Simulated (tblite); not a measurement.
Species: C6H11N3.
SMILES with atom numbers: `[CH3:1][C:2]([CH3:3])([CH3:4])[c:5]1[n:6][cH:7][nH:8][n:9]1` (hydrogens: H10, H11, H12 on C1; H13, H14, H15 on C3; H16, H17, H18 on C4; H19 on C7; H20 on N8)

The geometry is computed with GFN2-xTB (gas phase).

Task: List the bond lengths, angles and torsions at this level.

Result: 
```csv
bond,length (Å)
"C1–C2, C2–C3, C2–C4",1.531
C2–C5,1.497
C5–N6,1.357
N6–C7,1.307
C7–N8,1.346
N8–N9,1.340
C5–N9,1.317
C1–H10 and 8 like bonds,1.087
C7–H19,1.070
N8–H20,1.008
```

Bonds in one row agree within 0.01 Å and their mean is given. A selection of angles:
```csv
angle,degrees
C1–C2–C3,109.5
C1–C2–C5,108.6
C2–C5–N6,123.9
C2–C5–N9,123.2
N6–C5–N9,112.9
C5–N6–C7,104.1
N6–C7–N8,109.8
C7–N8–N9,109.1
C5–N9–N8,104.0
H20–N8–C7,130.4
H20–N8–N9,120.5
```

Dihedral angles: C1–C2–C5–N6 120° (anticlinal).

Of the pairs four or more bonds apart, N6···H17 is among the closest relative to their van der Waals radii: 2.70 Å, 98 % of the sum of Bondi's values. The 5-membered ring C5–N6–C7–N8–N9 has internal angles of 104.0° to 112.9°; it is planar, 0.00 Å rms from its mean plane, widest ring torsion 0°. The C–C distances run from 1.497 Å (C2–C5, drawn single) to 1.533 Å (C1–C2, drawn single), a spread of 0.036 Å. The 4 C–N bonds span 1.307 Å (N6–C7, aromatic) to 1.357 Å (C5–N6, aromatic), a spread of 0.050 Å. N8 (pyrrole-type nitrogen) is planar (angles 130.4°, 120.5° and 109.1°, sum 360.0°, 0.00 Å off the plane of its three neighbours). N9 (pyridine-type nitrogen) is bent (angle 104.0°).

Point group: Cs (tolerance 0.08 Å). GFN2-xTB frequencies show an imaginary mode (21i cm⁻¹), so the point is no minimum at that level.
